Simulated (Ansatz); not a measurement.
Ansatz (a program for electronic structure) input (wB97X-V/def2-TZVPD):

Ansatz 0.2 input:
```yaml
crystal:
  periodic: [false, false, false]
  atoms:
    - {symbol: F, position_ang: [-1.80754441, 0.61702669, 1.08449588]}
    - {symbol: C, position_ang: [-1.33179886, -0.05552002, 0.02806963]}
    - {symbol: F, position_ang: [-1.74699147, -1.32633899, 0.11364742]}
    - {symbol: F, position_ang: [-1.84771333, 0.48410339, -1.08428290]}
    - {symbol: Ge, position_ang: [0.67799096, 0.02826408, -0.01428966]}
    - {symbol: F, position_ang: [1.22468092, 1.64782292, -0.12367705]}
    - {symbol: F, position_ang: [1.30181551, -0.82770892, -1.36038012]}
    - {symbol: F, position_ang: [1.35298418, -0.65838626, 1.40229137]}
basis:
  gaussian:
    orbitals: def2-TZVPD
hamiltonian:
  xc: {name: wB97X-V}
total_charge: 1
magnetization: {spin_polarized: true, initial_magnetization: 1}
```

End of the output:

```
integrals: 0.61 GiB planned
1770 factors; their error is unknown
integrals: 0.65 GiB planned
428 factors; integrals over basis functions are off by at most 3.0e-5 eV
0.52 GiB of the device are held for the grids
3.79 GiB of device memory are held for the factors and their scratch space
mean field: 3.40 GiB planned
mean field evaluation 1: about -73830.6780 eV, gradient 6.6e1 eV
mean field evaluation 2: about -73819.9788 eV, gradient 9.4e1 eV
mean field evaluation 4: about -73843.0473 eV, gradient 2.5e0 eV
mean field evaluation 8: about -73843.0687 eV, gradient 7.6e-2 eV
mean field evaluation 16: about -73843.2470 eV, gradient 4.2e-4 eV
mean field -73843.24697742 eV, -2713.6892736696 hartree, gradient 5.2e-5 eV, S^2 0.757252; 0 other end points of the search recorded, 0 dependent functions left out
reference -73843.24697419 eV, -2713.6892735509 hartree; 46, 45 occupied and 285, 286 virtual orbitals, 1770 factors
Total energy: -73843.24697419 eV, -2713.6892735509 hartree
```

This state (charge 1, doublet) is run at the relaxed geometry of the species with charge 0 and multiplicity 1.
